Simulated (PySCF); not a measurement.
# Radial density of Pd⁺ (palladium, charge +1)

UHF, [Kr] 4d8 5p1, one real determinant (an excited configuration). All numbers are calculated (PySCF 2.14, a scalar-relativistic core potential, in aug-cc-pVTZ-PP with ECP28MDF (6s6p5d3f2g, 88 functions)). This is the valence pseudo-density: the core potential removes the inner electrons and smooths the orbitals near the nucleus.

```csv
r (bohr),4πr²ρ (e/bohr),4πr²(ρα − ρβ)
0.0171,1.311e-05,0.0000
0.0288,3.301e-05,0.0000
0.0485,7.563e-05,0.0000
0.0815,0.0002471,0.0000
0.137,0.002268,0.0003
0.231,0.03412,0.0047
0.388,0.7903,0.0776
0.652,9.924,0.8095
1.10,15.09,1.7220
1.85,3.720,0.7915
3.10,0.5773,0.3863
5.22,0.1234,0.1220
8.78,0.003023,0.0030
```

⟨L²⟩ = 14.06 against 20 for a pure G term, so this real determinant mixes terms. Energies and moments cover only the electrons outside the core potential.
